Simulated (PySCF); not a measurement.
Electron correlation in Ar (argon, neutral)

[Ar], closed-shell 1S. Computed with PySCF 2.14 in x2c-TZVPall (5s5p2d1f, 37 functions), with scalar relativity by spin-free X2C-1e. Frozen: [Ne]; 8 electrons correlated.

MP2 pair energies summed by pair of shells (mhartree):

```
 pair   energy  share (%)
3p-3p  -150.11       73.9
3s-3p   -44.68       22.0
3s-3s    -8.42        4.1
```

Total MP2 correlation energy: -203.21 mhartree.

Same-spin part -51.65 and opposite-spin part -151.56 mhartree; SCS-MP2 scales them by 1/3 and 6/5 to -199.09 mhartree.

```
  level  correlation energy (mhartree)
   CCSD                        -222.17
    (T)                          -6.72
CCSD(T)                        -228.89
```

Diagnostics: T1 = 0.0020, D1 = 0.0030, largest double amplitude 0.051.

Is a single reference adequate?

Yes: T1 lies below 0.03 and no double amplitude reaches 0.07.
